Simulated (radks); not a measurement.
Polarisabilities and homonuclear dispersion coefficients (atomic units). Method: non-relativistic Kohn-Sham, LB94 model potential, spin-unpolarised, spherical densities, point nucleus; computed with a radial shooting solver on a logarithmic mesh with Libxc functionals. Response by self-consistent Sternheimer equations with the Hartree and adiabatic LDA kernel. For heavy and open-shell atoms this level of theory can miss by tens of per cent. "Uncoupled" leaves out the induced potential. Quadrupole and octupole values are given only where no p, d or f shell is open.

O: configuration [He] 2s2 2p4; alpha1 (bohr^3) 5.033; alpha1, uncoupled 6.161; C6 14.80; recommended alpha1 5.3 +/- 0.2
K3+: configuration [Ne] 3s2 3p4; alpha1 (bohr^3) 3.061; alpha1, uncoupled 5.026; C6 8.379
Cr+: configuration [Ar] 3d5; alpha1 (bohr^3) 10.34; alpha1, uncoupled 13.27; C6 38.09
Tc+: configuration [Kr] 4d5 5s1; alpha1 (bohr^3) 31.02; alpha1, uncoupled 51.43; C6 214.3
Ge: configuration [Ar] 3d10 4s2 4p2; alpha1 (bohr^3) 36.76; alpha1, uncoupled 53.33; C6 296.5; recommended alpha1 40 +/- 1
Kr+: configuration [Ar] 3d10 4s2 4p5; alpha1 (bohr^3) 10.76; alpha1, uncoupled 16.92; C6 66.09
Ti: configuration [Ar] 3d2 4s2; alpha1 (bohr^3) 80.85; alpha1, uncoupled 150.0; C6 832.8; recommended alpha1 87 +/- 10
As: configuration [Ar] 3d10 4s2 4p3; alpha1 (bohr^3) 30.43; alpha1, uncoupled 45.10; C6 249.6; recommended alpha1 30 +/- 1

Recommended values: Schwerdtfeger and Nagle, table of static dipole polarisabilities (2023 update), measured or computed.

Beside tabulated values, note that relativity, absent from the non-relativistic runs, is large for the heavy elements, and spin-unpolarised runs miss the spin-polarisation part of the exchange energy of open shells.
